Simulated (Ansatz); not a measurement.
A structure relaxed at PBE-D4/def2-SVP in Ansatz, charge 1, doublet:

```xyz
7

Mo   -0.859    0.644   -1.649
Mo    0.203   -0.443    1.608
Mo   -2.188   -0.207   -0.006
Mo   -0.630   -1.832   -0.348
Mo    0.016    1.591    0.540
Mo    2.219    0.680    0.900
Mo    1.238   -0.434   -1.045
```

Task: Give its formula and point group.

Result: the cluster Mo7⁺. Point group Cs (tolerance 0.1 Å).

Task: Summarise the bond lengths by kind (pairs closer than 1.2 times the sum of covalent radii, bridged metal pairs left out).

Result: 18 × Mo–Mo 2.28 to 3.60 Å.

In the def2 sets Mo takes a core potential; there is no spin–orbit coupling. The relaxation made no stability test and no search for a lower SCF solution. No other spin state of charge 1 was run. Another isomer (doublet) lies 0.28 eV lower at PBE0-D4/def2-TZVP; other spin states weren't run for this one.
